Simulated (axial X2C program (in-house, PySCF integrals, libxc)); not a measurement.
## Ω levels of YSH from open-shell CI on d1 s1 p(π)0

Calculated with an axial X2C code built on PySCF integrals: two-component X2C with atomic mean-field Coulomb and Gaunt terms, basis Y dyall-v3z, S dyall-av3z, H dyall-v3z (cores contracted in-house). Orbitals come from Hartree–Fock averaged over the configuration Y d1 s1 p(π)0; CI then distributes these electrons over the d, s, p(π) shells of Y.

Y–S–H held linear, bonds 2.547 and 1.340 Å (the second held) (near the minimum of the configuration average).

Active spinors (ω > 0):

```
shell    ω  ε (eV)                 character
    d  1/2    1.78          77% Y d, 16% Y p
    d  3/2    1.92                   98% Y d
    d  5/2    1.95                   99% Y d
    d  1/2    2.04          80% Y d, 13% Y p
    d  3/2    2.06          81% Y d, 12% Y p
    s  1/2   -2.84  65% Y s, 22% Y p, 7% S p
 p(π)  3/2    1.50  75% Y p, 10% Y d, 6% S d
 p(π)  1/2    1.50  74% Y p, 10% Y d, 6% S d
```

Lowest levels of this model:

```
Ω  energy (cm⁻¹)     g∥  μ (D)          configuration
0              0   0.00  -1.68     77% s2 + 15% d1 s1
1           4058   0.00  -2.66             100% d1 s1
2           4211   4.01  -2.65             100% d1 s1
3           4394   8.00  -2.67             100% d1 s1
0           5442   0.00  -1.24              99% d1 s1
1           5536   3.75  -1.24              99% d1 s1
0           5948   0.00  -1.24              97% d1 s1
0           6136   0.00  -1.24              98% d1 s1
1           6195   2.25  -1.26              98% d1 s1
2           6251   5.96  -1.29              97% d1 s1
2           7212   4.04  -1.45     86% d1 s1 + 11% d2
1          11503   2.00  -3.32     74% d1 s1 + 20% d2
0          14059   0.00  -2.43     60% d1 s1 + 30% d2
2          18415   2.01  -3.90  79% d2 + 21% d1 p(π)1
3          18722   6.02  -3.92  79% d2 + 21% d1 p(π)1
4          19044  10.00  -3.91  79% d2 + 21% d1 p(π)1
0          19735   0.00  -3.50  84% d2 + 13% d1 p(π)1
1          19786   1.89  -3.88  88% d2 + 11% d1 p(π)1
0          19848   0.00  -3.64  84% d2 + 13% d1 p(π)1
2          19918   5.67  -4.01  89% d2 + 11% d1 p(π)1
1          20171   0.83  -4.83                 96% d2
2          20327   4.32  -5.08                 97% d2
3          20379   7.99  -5.36                100% d2
0          20382   0.00  -3.05  86% d2 + 14% d1 p(π)1
0          21063   0.00  -3.96  49% s1 p(π)1 + 29% d2
0          21066   0.00  -3.95  50% s1 p(π)1 + 29% d2
```

g∥ is the magnitude of 2⟨Lz + ge Sz⟩ for the +Ω component. μ is positive if the H end is positive.

This point took 1.4 s on 1 thread of Arm Neoverse V2 (shared host).

Dynamic correlation is missing, so gaps between terms are too wide and other configurations may lie lower; the lowest level listed is that of this model, not necessarily the ground state. The lowest levels belong to s2, not to the averaged configuration, so orbitals and distance suit them less well. For d shells the ligand-field splittings (σ, π, δ) and their order can be off by a thousand cm⁻¹ or more. At most 6 roots were kept for each Ω > 0 (twice that for Ω = 0) within 3.2 eV of the lowest, so higher up levels can be missing between those listed; levels with Ω > 0 are doubly degenerate and listed once, Ω = 0 levels singly. Some active spinors are only partly of the character that their shell is named for, so the shell names and counts are nominal. States that fill the shells left empty in the average are placed too high. The molecule was held linear; bending was not examined. Hydrosulfides and their kin are strongly bent in nature, so this linear model does not describe the real molecule.
